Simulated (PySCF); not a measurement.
Species: CHFSe.
SMILES: `FC=[Se]`

The calculation used MP2 and CCSD/aug-cc-pVDZ in PySCF, restricted Hartree–Fock reference, 11 core orbitals frozen, non-relativistic, gas phase, PBE0-D3(BJ)/def2-SVP geometry.

E(HF) = -2537.67472 Eh.

Task: How large is the problem?

Result: 91 basis functions and 50 electrons; 11 orbitals frozen, which leaves o = 14 correlated occupied and v = 66 virtual orbitals. That is o·v = 924 singles and o·v(o·v + 1)/2 = 427350 distinct closed-shell doubles amplitudes before symmetry; the costliest CCSD step grows as o²v⁴ = 3.7 × 10^9.

Task: What are the MP2 and CCSD correlation energies?

Result: MP2 -0.4823 Eh and CCSD -0.4981 Eh, which gives totals of -2538.15697 and -2538.17278 Eh. That is 0.484 eV for each correlated electron at CCSD (1308 kJ/mol in all, 0.020 % of the total energy); MP2 gives 96.8 % of the CCSD value.

Task: What is the T1 diagnostic?

Result: 0.0164, below the customary warning level of 0.02. It is the norm of the spatial-orbital singles amplitudes over the root of the number of correlated electrons, so the norm is 0.087.

Task: How does correlation change the dipole moment?

Result: HF gives 1.69 D and CCSD (unrelaxed density) 1.22 D, a change of -0.47 D; the two vectors are 11° apart.

No triples correction and no basis-set extrapolation were made.
